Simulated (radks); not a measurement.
Values are calculated unless marked as measured or tabulated.
Tc II, configuration [Kr] 4d5 5s1 (the NIST ground configuration).

Code: a radial shooting solver on a logarithmic mesh with Libxc functionals. Model: non-relativistic Kohn-Sham, LDA (Slater exchange, Perdew-Wang correlation), spin-polarised, spherical densities, point nucleus; open shells are filled with parallel spins first (spin-orbit coupling, left out, can overturn this in heavy ions); relativity is left out, which matters for an element this heavy.

Energy parts (Ry):
total: -8404.09770
kinetic: 8398.51510
electron-nucleus: -19987.42862
Hartree: 3428.07476
exchange-correlation: -243.25893

Orbitals (lengths in bohr, moments of r in powers of bohr; r(90%) holds 90 % of the orbital's charge):
| orbital | occ. | eigenvalue (Ry) | r(90%) |
|---|---|---|---|
| 1s up | 1 | -1491.994 | 0.0631 |
| 1s down | 1 | -1491.992 | 0.0631 |
| 2s up | 1 | -209.6642 | 0.238 |
| 2s down | 1 | -209.6149 | 0.238 |
| 2p up | 3 | -193.7443 | 0.215 |
| 2p down | 3 | -193.7062 | 0.215 |
| 3s up | 1 | -36.79628 | 0.632 |
| 3s down | 1 | -36.76076 | 0.631 |
| 3p up | 3 | -30.61055 | 0.637 |
| 3p down | 3 | -30.57198 | 0.637 |
| 3d up | 5 | -19.21216 | 0.636 |
| 3d down | 5 | -19.16143 | 0.635 |
| 4s up | 1 | -5.72450 | 1.58 |
| 4s down | 1 | -5.49020 | 1.58 |
| 4p up | 3 | -3.91439 | 1.76 |
| 4p down | 3 | -3.66984 | 1.75 |
| 4d up | 5 | -1.16262 | 2.61 |
| 4d down | 0 | -0.91014 | 2.70 |
| 5s up | 1 | -0.87844 | 4.41 |
| 5s down | 0 | -0.70877 | 4.79 |

The highest occupied level is 5s up at -11.952 eV. The configuration is held as typed, so some empty levels lie below it. Spin moment in Bohr magnetons: 6.
